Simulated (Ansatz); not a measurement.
Species: C2H2B, charge 0, doublet. C2H2B (SMILES C([BH])#C, doublet).
B3LYP-D3(BJ)/def2-TZVP minimum from Ansatz (a quantum-chemistry and plane-wave program):
```xyz
5

B      0.2892    -1.3538    -0.4047
C      0.0007     0.0021    -0.0070
C     -0.2524     1.1140     0.4334
H     -0.4724     2.0820     0.8149
H      0.5366    -2.0092    -1.3493
```
Charge 0, spin multiplicity 2.

Total energies in hartree (Ansatz). UHF or UKS for unpaired electrons; spin-orbit terms are left out. Correlated methods leave the cores frozen. No relativity. Where a partner has so few electrons that a lower coupled-cluster level is exact, that level stands in. The UHF reference of C2H2B ([BH]C#C, doublet) is spin-contaminated (<S^2> up to 0.18 over the pure value in the sets run).

```csv
species,HF/cc-pVTZ,CCSD(T)/cc-pVTZ,HF/cc-pVQZ,CCSD(T)/cc-pVQZ,CCSDT(Q)/cc-pVTZ
"1: C2H2B (SMILES [BH]C#C, doublet)",-101.48905,-101.89827,-101.49536,-101.92516,-101.90098
2: B (doublet),-24.53207,-24.59810,-24.53297,-24.60084,-24.59852
3: C (triplet),-37.69157,-37.78076,-37.69331,-37.78654,-37.78126
4: H (doublet),-0.49981,-0.49981,-0.49995,-0.49995,-0.49981
```

Work out the atomisation energy (electronic, to ground-state atoms) in kcal/mol: take Hartree-Fock from cc-pVQZ, extrapolate the CCSD(T) correlation energy as X^-3 (X = 3, 4), and add CCSDT(Q) - CCSD(T) in cc-pVTZ. 1 hartree = 627.51 kcal/mol.


Species 1: correlation (64·(-0.42980) - 27·(-0.40922))/37 = -0.44482; step -0.00271; E1 = -101.49536 + (-0.44482) + (-0.00271) = -101.94289
Species 2: correlation (64·(-0.06787) - 27·(-0.06603))/37 = -0.06921; step -0.00042; E2 = -24.53297 + (-0.06921) + (-0.00042) = -24.60260
Species 3: correlation (64·(-0.09323) - 27·(-0.08919))/37 = -0.09618; step -0.00050; E3 = -37.69331 + (-0.09618) + (-0.00050) = -37.78999
Species 4: correlation (64·(0.00000) - 27·(0.00000))/37 = 0.00000; step +0.00000; E4 = -0.49995 + (0.00000) + (+0.00000) = -0.49995
-1·E1 +1·E2 +2·E3 +2·E4 = 0.76041 hartree = 477.2 kcal/mol.
